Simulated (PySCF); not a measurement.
Structure and vertical S1–T1 gap

Theory: PySCF, TDA wB97X-D/def2-TZVP excited states, vertical, gas phase. Geometry: PBE0-D3(BJ)/def2-SVP.

Each molecule in one low-energy conformer.

Scalar relativity is left out, which matters for the atoms heavier than Zn.

(1) How does the vertical S1–T1 gap change along this series?
- CC(F)=C=C=C=CF (H replaced by CH3)
- C[Se]C(F)=C=C=C=CF (H replaced by SeCH3)
- FC=C=C=C=C(F)[SiH3] (H replaced by SiH3)
- N#CC(F)=C=C=C=CF (H replaced by CN)
- CSC(F)=C=C=C=CF (H replaced by SCH3)

Answers

(1) 
```csv
molecule,S1 (eV),S1 from,f(S1),T1 (eV),T1 from,S1 − T1 (eV),S0–T1 spin-orbit coupling (cm⁻¹),S1–T1 spin-orbit coupling (cm⁻¹)
CC(F)=C=C=C=CF,3.71,HOMO→LUMO+1,0.001,2.77,HOMO→LUMO,0.94,0.62,9.89
C[Se]C(F)=C=C=C=CF,3.17,HOMO→LUMO,0.000,2.62,HOMO→LUMO+1,0.55,5.38,91.91
FC=C=C=C=C(F)[SiH3],3.56,HOMO→LUMO,0.001,2.71,HOMO−1→LUMO,0.85,0.49,9.51
N#CC(F)=C=C=C=CF,3.42,HOMO−1→LUMO,0.000,2.49,HOMO→LUMO,0.93,0.10,5.63
CSC(F)=C=C=C=CF,3.20,HOMO→LUMO,0.000,2.62,HOMO→LUMO+1,0.58,1.38,18.26
```
The vertical S1–T1 gap is lowest for C[Se]C(F)=C=C=C=CF and highest for CC(F)=C=C=C=CF.
